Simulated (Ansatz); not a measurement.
All values below come from Ansatz (a first-principles code) with PBE-D3(BJ)/def2-SVP. No frequencies were computed at this level.

Ansatz 0.2 input:
```yaml
crystal:
  periodic: [false, false, false]
  atoms:
    - { symbol: Zr, position_ang: [-0.198545, 0.023209, 0.143648] }
    - { symbol: O, position_ang: [-1.233238, -1.08278, -0.996997] }
    - { symbol: H, position_ang: [-0.845136, -1.706538, -1.624891] }
    - { symbol: O, position_ang: [-0.322111, 1.715727, -0.7027] }
    - { symbol: H, position_ang: [-0.804375, 1.863303, -1.526713] }
    - { symbol: O, position_ang: [1.576183, -0.50076, -0.270066] }
    - { symbol: H, position_ang: [2.187628, 0.063602, -0.761138] }
    - { symbol: H, position_ang: [-0.63611, -0.015118, 1.876993] }
basis:
  gaussian: { orbitals: def2-svp }
hamiltonian:
  xc: pbe
  dispersion: d3bj
relax:
  max_steps: 150
```

Output:

```
Functional definition: PBE
939 factors; their error is unknown
mean field evaluation 1: about -7463.2039 eV, gradient 9.8e1 eV
mean field evaluation 2: about -7309.4844 eV, gradient 2.8e2 eV
mean field evaluation 4: about -7479.4862 eV, gradient 1.4e1 eV
mean field evaluation 8: about -7480.0523 eV, gradient 2.4e-1 eV
mean field evaluation 16: about -7480.0289 eV, gradient 5.7e-4 eV
mean field -7480.02885577 eV, -274.8859903037 hartree, gradient 5.0e-5 eV, S^2 0.000000; 0 other end points of the search recorded, 0 dependent functions left out
reference -7480.02893152 eV, -274.8859930878 hartree; 20, 20 occupied and 73, 73 virtual orbitals, 939 factors
relax step   1: F+E_penalty+E_count = -7480.15705004 eV  Δ(F+E_penalty+E_count) = +0.000e0 eV  max|allowed force component| = 1.489e0 eV/Å  Δτ_max = 0.0000 Å  (26 SCF iters, accepted)
these checks for a lower state are left out or cut short: starts, cluster_reference, orbital_swaps, neighbouring_geometries, increment
939 factors; their error is unknown
mean field -7480.34953550 eV, -274.8977750667 hartree, gradient 1.6e-5 eV, S^2 0.000000; 0 other end points of the search recorded, 0 dependent functions left out
reference -7480.34961525 eV, -274.8977779972 hartree; 20, 20 occupied and 73, 73 virtual orbitals, 939 factors
relax step   2: F+E_penalty+E_count = -7480.47087862 eV  Δ(F+E_penalty+E_count) = -3.138e-1 eV  max|allowed force component| = 9.650e-1 eV/Å  Δτ_max = 0.1914 Å  (34 SCF iters, accepted)
these checks for a lower state are left out or cut short: starts, cluster_reference, orbital_swaps, neighbouring_geometries, increment
939 factors; their error is unknown
mean field evaluation 32: about -7480.4572 eV, gradient 1.7e-5 eV
mean field -7480.45716034 eV, -274.9017302065 hartree, gradient 1.7e-5 eV, S^2 0.000000; 0 other end points of the search recorded, 0 dependent functions left out
reference -7480.45723991 eV, -274.9017331305 hartree; 20, 20 occupied and 73, 73 virtual orbitals, 939 factors
relax step   3: F+E_penalty+E_count = -7480.57836269 eV  Δ(F+E_penalty+E_count) = -1.075e-1 eV  max|allowed force component| = 3.948e-1 eV/Å  Δτ_max = 0.1827 Å  (28 SCF iters, accepted)
these checks for a lower state are left out or cut short: starts, cluster_reference, orbital_swaps, neighbouring_geometries, increment
939 factors; their error is unknown
mean field -7480.52422624 eV, -274.9041948330 hartree, gradient 2.1e-5 eV, S^2 0.000000; 0 other end points of the search recorded, 0 dependent functions left out
reference -7480.52430719 eV, -274.9041978078 hartree; 20, 20 occupied and 73, 73 virtual orbitals, 939 factors
relax step   4: F+E_penalty+E_count = -7480.64320215 eV  Δ(F+E_penalty+E_count) = -6.484e-2 eV  max|allowed force component| = 3.937e-1 eV/Å  Δτ_max = 0.2000 Å  (34 SCF iters, accepted)
these checks for a lower state are left out or cut short: starts, cluster_reference, orbital_swaps, neighbouring_geometries, increment
939 factors; their error is unknown
mean field -7480.57733519 eV, -274.9061465510 hartree, gradient 2.1e-5 eV, S^2 0.000000; 0 other end points of the search recorded, 0 dependent functions left out
reference -7480.57741511 eV, -274.9061494879 hartree; 20, 20 occupied and 73, 73 virtual orbitals, 939 factors
relax step   5: F+E_penalty+E_count = -7480.69414019 eV  Δ(F+E_penalty+E_count) = -5.094e-2 eV  max|allowed force component| = 5.715e-1 eV/Å  Δτ_max = 0.2000 Å  (34 SCF iters, accepted)
these checks for a lower state are left out or cut short: starts, cluster_reference, orbital_swaps, neighbouring_geometries, increment
939 factors; their error is unknown
mean field -7480.59301591 eV, -274.9067228066 hartree, gradient 4.3e-6 eV, S^2 0.000000; 0 other end points of the search recorded, 0 dependent functions left out
reference -7480.59309617 eV, -274.9067257560 hartree; 20, 20 occupied and 73, 73 virtual orbitals, 939 factors
relax step   6: F+E_penalty+E_count = -7480.71114086 eV  Δ(F+E_penalty+E_count) = -1.700e-2 eV  max|allowed force component| = 2.047e-1 eV/Å  Δτ_max = 0.0965 Å  (27 SCF iters, accepted)
these checks for a lower state are left out or cut short: starts, cluster_reference, orbital_swaps, neighbouring_geometries, increment
939 factors; their error is unknown
mean field evaluation 64: about -7480.6226 eV, gradient 2.1e-5 eV
mean field -7480.62262690 eV, -274.9078109906 hartree, gradient 2.1e-5 eV, S^2 0.000000; 0 other end points of the search recorded, 0 dependent functions left out
reference -7480.62270676 eV, -274.9078139253 hartree; 20, 20 occupied and 73, 73 virtual orbitals, 939 factors
relax step   7: F+E_penalty+E_count = -7480.73973494 eV  Δ(F+E_penalty+E_count) = -2.859e-2 eV  max|allowed force component| = 1.905e-1 eV/Å  Δτ_max = 0.1700 Å  (32 SCF iters, accepted)
these checks for a lower state are left out or cut short: starts, cluster_reference, orbital_swaps, neighbouring_geometries, increment
939 factors; their error is unknown
mean field -7480.62731391 eV, -274.9079832348 hartree, gradient 2.1e-5 eV, S^2 0.000000; 0 other end points of the search recorded, 0 dependent functions left out
reference -7480.62739375 eV, -274.9079861690 hartree; 20, 20 occupied and 73, 73 virtual orbitals, 939 factors
relax step   8: F+E_penalty+E_count = -7480.74411956 eV  Δ(F+E_penalty+E_count) = -4.385e-3 eV  max|allowed force component| = 2.082e-2 eV/Å  Δτ_max = 0.0417 Å  (29 SCF iters, accepted)
these checks for a lower state are left out or cut short: starts, cluster_reference, orbital_swaps, neighbouring_geometries, increment
939 factors; their error is unknown
mean field -7480.62755543 eV, -274.9079921105 hartree, gradient 2.1e-5 eV, S^2 0.000000; 0 other end points of the search recorded, 0 dependent functions left out
reference -7480.62763522 eV, -274.9079950427 hartree; 20, 20 occupied and 73, 73 virtual orbitals, 939 factors
relax step   9: F+E_penalty+E_count = -7480.74434712 eV  Δ(F+E_penalty+E_count) = -2.276e-4 eV  max|allowed force component| = 5.956e-3 eV/Å  Δτ_max = 0.0172 Å  (27 SCF iters, accepted)
these checks for a lower state are left out or cut short: starts, cluster_reference, orbital_swaps, neighbouring_geometries, increment
939 factors; their error is unknown
mean field -7480.61316558 eV, -274.9074632934 hartree, gradient 2.2e-5 eV, S^2 0.000000; 0 other end points of the search recorded, 0 dependent functions left out
reference -7480.61324548 eV, -274.9074662296 hartree; 20, 20 occupied and 73, 73 virtual orbitals, 939 factors
relax step  10: F+E_penalty+E_count = -7480.73030275 eV  Δ(F+E_penalty+E_count) = +1.404e-2 eV  max|allowed force component| = 6.337e-1 eV/Å  Δτ_max = 0.1289 Å  (34 SCF iters, rejected (line search))
these checks for a lower state are left out or cut short: starts, cluster_reference, orbital_swaps, neighbouring_geometries, increment
939 factors; their error is unknown
mean field -7480.61315058 eV, -274.9074627422 hartree, gradient 2.3e-5 eV, S^2 0.000000; 0 other end points of the search recorded, 0 dependent functions left out
reference -7480.61323034 eV, -274.9074656734 hartree; 20, 20 occupied and 73, 73 virtual orbitals, 939 factors
relax step  11: F+E_penalty+E_count = -7480.73019514 eV  Δ(F+E_penalty+E_count) = +1.415e-2 eV  max|allowed force component| = 7.248e-1 eV/Å  Δτ_max = 0.0635 Å  (28 SCF iters, rejected (line search))
these checks for a lower state are left out or cut short: starts, cluster_reference, orbital_swaps, neighbouring_geometries, increment
939 factors; their error is unknown
mean field evaluation 96: about -7480.6267 eV, gradient 9.7e-2 eV
mean field -7480.62674531 eV, -274.9079623393 hartree, gradient 1.7e-5 eV, S^2 0.000000; 0 other end points of the search recorded, 0 dependent functions left out
reference -7480.62682505 eV, -274.9079652696 hartree; 20, 20 occupied and 73, 73 virtual orbitals, 939 factors
relax step  12: F+E_penalty+E_count = -7480.74358123 eV  Δ(F+E_penalty+E_count) = +7.659e-4 eV  max|allowed force component| = 1.752e-1 eV/Å  Δτ_max = 0.0304 Å  (29 SCF iters, rejected (line search))
these checks for a lower state are left out or cut short: starts, cluster_reference, orbital_swaps, neighbouring_geometries, increment
939 factors; their error is unknown
mean field -7480.62756658 eV, -274.9079925205 hartree, gradient 2.2e-5 eV, S^2 0.000000; 0 other end points of the search recorded, 0 dependent functions left out
reference -7480.62764636 eV, -274.9079954522 hartree; 20, 20 occupied and 73, 73 virtual orbitals, 939 factors
relax step  13: F+E_penalty+E_count = -7480.74436661 eV  Δ(F+E_penalty+E_count) = -1.949e-5 eV  max|allowed force component| = 3.017e-2 eV/Å  Δτ_max = 0.0079 Å  (29 SCF iters, accepted)
these checks for a lower state are left out or cut short: starts, cluster_reference, orbital_swaps, neighbouring_geometries, increment
939 factors; their error is unknown
mean field -7480.62758713 eV, -274.9079932757 hartree, gradient 2.2e-5 eV, S^2 0.000000; 0 other end points of the search recorded, 0 dependent functions left out
reference -7480.62766690 eV, -274.9079962071 hartree; 20, 20 occupied and 73, 73 virtual orbitals, 939 factors
relax step  14: F+E_penalty+E_count = -7480.74438969 eV  Δ(F+E_penalty+E_count) = -2.308e-5 eV  max|allowed force component| = 2.218e-3 eV/Å  Δτ_max = 0.0028 Å  (30 SCF iters, accepted)
939 factors; their error is unknown
mean field evaluation 128: about -7480.6276 eV, gradient 5.1e-2 eV
mean field -7480.62758713 eV, -274.9079932757 hartree, gradient 2.3e-5 eV, S^2 0.000000; 1 other end points of the search recorded, 0 dependent functions left out
reference -7480.62766690 eV, -274.9079962071 hartree; 20, 20 occupied and 73, 73 virtual orbitals, 939 factors
Total energy: -7480.74446945 eV, -274.9122886217 hartree
Atom 0 at    -0.109639     0.038004    -0.195070 Å, force    -0.001070    -0.000311     0.002218 eV/Å
Atom 1 at    -1.057848    -1.439042    -0.993437 Å, force     0.000226    -0.000462    -0.000928 eV/Å
Atom 2 at    -1.448714    -2.124640    -1.550966 Å, force    -0.000126     0.000378     0.000514 eV/Å
Atom 3 at    -0.700832     1.763279    -0.821188 Å, force     0.000070     0.000467    -0.000973 eV/Å
Atom 4 at    -0.929977     2.570972    -1.299497 Å, force     0.000018    -0.000205     0.000441 eV/Å
Atom 5 at     1.806735    -0.174742    -0.214095 Å, force     0.000691     0.000314    -0.000797 eV/Å
Atom 6 at     2.748684    -0.266429    -0.408964 Å, force    -0.000120    -0.000160     0.000420 eV/Å
Atom 7 at    -0.584113    -0.006756     1.621354 Å, force     0.000312    -0.000022    -0.000895 eV/Å
Dipole moment:     0.190344     0.018004    -0.727905 e Å
```

Cost: roughly 30 core-seconds.
